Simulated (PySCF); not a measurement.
H2Al2F4O2, singlet at its PBE0/def2-SVP optimised geometry (Å):

```
10

Al     1.3974     0.0005     0.0000
Al    -1.3959     0.0005     0.0000
O      0.0005     0.0012     1.1879
H      0.0004     0.0051     2.1481
F      2.2558    -1.4171     0.0054
F      2.2520     1.4202    -0.0062
O      0.0010     0.0003    -1.1879
H      0.0011     0.0073    -2.1480
F     -2.2487    -1.4202     0.0014
F     -2.2558     1.4173     0.0000
```

Level of theory: PBE0/def2-TZVP run with PySCF. Cells within 0.4 Å of a nucleus heavier than hydrogen are left out (blank, or x).

Map of the Laplacian of the electron density (e/bohr⁵), clipped to [-1.50, 1.50] on the plane z = 0.0 Å:

```
|00000000000000000000000000000|
|00000000000000000000000000000|
|00000000000000000000000000000|
|00000000000000000000000000000|
|00000000000000000000000000000|
|00000000000000000000000000000|
|00000011100000000000111000000|
|00001123211000000011232110000|
|00001386731000000013768310000|
|000016xxx61100000116xxx610000|
|000017xxx51100000115xxx710000|
|00001460431100100113406410000|
|00001133389311111398333110000|
|000001119xx9211129xx911100000|
|000000129xx9411149xx921000000|
|000001119xx9211129xx911100000|
|00001133389311111398333110000|
|00001460431100100113406410000|
|000017xxx51100000115xxx710000|
|000016xxx61100000116xxx610000|
|00001386731000000013768310000|
|00001123211000000011232110000|
|00000011100000000000111000000|
|00000000000000000000000000000|
|00000000000000000000000000000|
|00000000000000000000000000000|
|00000000000000000000000000000|
|00000000000000000000000000000|
|00000000000000000000000000000|
```
Scale: ten equal steps from -0.124 (start of '0') to 1.50 (end of '9'), in the order '0123456789'; x runs from -4.50 to 4.50, y from -4.50 (bottom) to 4.50 (top).
